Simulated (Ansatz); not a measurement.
Coupled-cluster diagnostics for the cluster K₅⁺, Ansatz.

Geometry of the singlet (PBE/def2-SVP):

```xyz
5

K    -4.130    0.345   -2.507
K     1.424   -2.556    3.887
K    -0.635    2.608   -3.128
K     3.799    0.012    1.544
K    -0.457   -0.410    0.204
```

Correlated methods freeze 25 core orbitals; core or outer-core shells of K are correlated, in sets that lack core-valence functions. The structure comes from a short search, and lower isomers may exist.

(1) Estimate the CCSD(T) correlation energy, the shares of MP2 and (T), T1 and the reference's ⟨S²⟩ for: charge 1, singlet, own geometry in def2-TZVPP; and the rough time on 4 threads of Arm Neoverse V1 on a shared host.

## Answers

(1) 
```json
{"state": "charge 1, singlet, own geometry", "basis": "def2-TZVPP", "correlation (eV)": "-24.782", "MP2 share (%)": "91.3", "(T) share (%)": "1.7", "T1": "0.008", "⟨S²⟩ (pure)": "0.00 (0.00)", "wall time": "64 s", "remarks": "restricted SCF unstable"}
```
Customary marks for T1 are 0.02 (closed shells), 0.045 (open shells) and about 0.05 (3d metals). T1 stays under 0.02 throughout.
